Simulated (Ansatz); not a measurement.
Program: Ansatz. Geometries: PBE0-D4/def2-TZVP. ΔE: electronic, gas phase. CCSD(T)/CBS adds triple-zeta CCSD(T) − MP2 to the extrapolated MP2 energy (def2 sets, frozen cores). This one scheme is used for every species. Functionals use def2-TZVPP. B3LYP here is the variant with VWN-RPA as its local correlation; programs differ in this. def2 core potentials past Kr. For Sn outer-core shells are correlated without core-valence functions, which leaves a few kJ/mol of doubt a bond. One conformer a species, not always the lowest.

Consider the ligand exchange at the Si–O bond: `[F][Sn][O][SiH3]` + `O[SiH](Cl)Cl` → `[SiH3]O[SiH](Cl)Cl` + `[OH][Sn][F]`.

`[F][Sn][O][SiH3]`:

Cartesian coordinates in Å:
```
F -0.136 -2.292 1.262
Sn -1.286 -2.106 -0.295
O -0.718 -0.279 -0.725
Si 0.299 0.887 -0.180
H -0.055 1.304 1.204
H 1.710 0.416 -0.191
H 0.186 2.070 -1.076
```

`O[SiH](Cl)Cl`:

Z-matrix (Å, degrees):
```
Si
Cl 1 2.042
Cl 1 2.041 2 107.4
O 1 1.621 2 111.2 3 -121.9
H 1 1.467 2 109.8 3 119.4
H 4 0.959 1 119.4 2 59.9
```

`[SiH3]O[SiH](Cl)Cl`:

```xyz
9

Si    1.089   -1.090   -0.416
O     0.311    0.052    0.484
Si   -0.934    1.064    0.582
Cl   -0.823    2.456   -0.903
Cl   -2.685    0.039    0.375
H     2.299   -1.492    0.337
H     1.469   -0.515   -1.729
H     0.196   -2.257   -0.615
H    -0.922    1.743    1.883
```

`[OH][Sn][F]`:

Cartesian coordinates in Å:
```
O 0.877 0.046 0.350
Sn -0.668 -0.093 -0.864
F -1.953 0.030 0.576
H 1.744 0.018 -0.062
```

Problem. Is it downhill or uphill in electronic energy at CCSD(T)/CBS, and by how much? (Estimate.)

Solution. Ansatz gave: Uphill: ΔE = +1.9 kcal/mol.

Problem. What do these levels give: LDA (SPW92), B97M-V, PBE-QIDH, revPBE, B3LYP, SCS-MP2/def2-TZVPP? (Estimate.)

Solution. Ansatz gave: LDA (SPW92) 2.2, B97M-V 2.6, PBE-QIDH 2.5, revPBE 2.3, B3LYP 2.3, SCS-MP2/def2-TZVPP 2.4 kcal/mol.

Largest T1 diagnostic among the species: 0.018.

At CCSD(T), def2-SVP lies +2.5 kcal/mol from the extrapolated value and def2-TZVPP +0.4 kcal/mol. Leaving LDA and LC-ωPBE aside and taking each functional with its dispersion term where it has one, the values, not all of them listed here, spread over 1.0 kcal/mol, from BLYP-D4 to B97M-V.
